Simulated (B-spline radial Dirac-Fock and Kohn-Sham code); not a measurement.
# 3s photoionisation of Ni near threshold

System: the Ni atom, [Ar] 3d8 4s2. The computed 3s threshold is 129.3 eV; without correlation, outer thresholds are uncertain by 1 to 2 eV. With an open shell the threshold is an average over the terms of the final ion.

Input of the calculation (task.json; shells as n, l, electrons):

```json
{"items": [{
  "Z": 28,
  "q": 0,
  "cfg": [[1, 0, 2], [2, 0, 2], [2, 1, 6], [3, 0, 2], [3, 1, 6], [3, 2, 8], [4, 0, 2]],
  "A": 58,
  "rrms": 3.7757,
  "do": ["binding", "quiet", "photo", "scan"],
  "hv": [21.22, 40.81, 60, 80, 100, 150, 200, 300, 400, 600, 800, 1000, 1253.6, 1486.9, 2000, 2984.4, 4000, 5414.7, 6000, 8047.8, 9251.7, 12000, 15000, 17479.3, 22162.9, 30000, 40000, 59318.2, 80000, 100000, 150000, 200000]
}]}
```

Run with: `python xray_run.py task.json out`

Calculated with a radial B-spline solver, using independent-particle photoionisation in a Dirac-Hartree-Slater potential with a Latter tail, all multipoles, thresholds from Dirac-Fock ΔSCF. Interchannel coupling and autoionising resonances are not included, so magnitudes near threshold are approximate.

| kinetic energy (eV) | σ (Mb) | β |
| --- | --- | --- |
| 1.5 | 0.335 | 1.99 |
| 1.9 | 0.334 | 1.99 |
| 2.3 | 0.333 | 1.99 |
| 2.9 | 0.332 | 1.99 |
| 3.7 | 0.330 | 1.99 |
| 4.6 | 0.327 | 1.99 |
| 5.7 | 0.325 | 1.99 |
| 7.2 | 0.322 | 1.99 |
| 9.0 | 0.318 | 2.00 |
| 11.2 | 0.314 | 2.00 |
| 14.0 | 0.310 | 2.00 |
| 17.5 | 0.305 | 2.00 |
| 21.9 | 0.301 | 2.00 |
| 27.4 | 0.295 | 2.00 |
| 34.2 | 0.291 | 2.00 |
| 42.8 | 0.285 | 2.00 |
| 53.5 | 0.277 | 2.00 |
| 66.9 | 0.265 | 2.00 |
| 83.7 | 0.248 | 2.00 |
| 104.7 | 0.226 | 2.00 |
| 130.9 | 0.201 | 2.00 |
| 163.6 | 0.176 | 2.00 |
| 204.6 | 0.149 | 2.00 |
| 255.8 | 0.122 | 2.00 |
| 319.9 | 0.0980 | 2.00 |
| 400.0 | 0.0762 | 2.00 |

The cross section shows no minimum in this range. It is largest at the lowest energy, 0.335 Mb. β stays at 2.00.
